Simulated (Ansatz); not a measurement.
Frontier orbitals of C3HF5O (`F[C@@H]1O[C@@]1(F)C(F)(F)F`).

Total charge 0; spin multiplicity 1. The structure was optimised at the PBE0-D4/def2-TZVP level. Basis def2-TZVPP, Ansatz 0.2.0.

```csv
functional,HOMO (eV),LUMO (eV),gap (eV)
PBE,-7.95,0.24,8.19
PBE0,-9.64,1.42,11.06
r2SCAN0,-9.88,1.67,11.55
CAM-B3LYP,-11.19,2.35,13.54
ωB97M-V,-12.02,3.14,15.16
```

From PBE to PBE0 the HOMO moves by −1.69 eV and the LUMO by +1.18 eV, and with ωB97M-V by −4.07 and +2.89 eV, so the gap grows from 8.19 to 15.16 eV with exact exchange. A positive LUMO is unbound and depends on the basis.
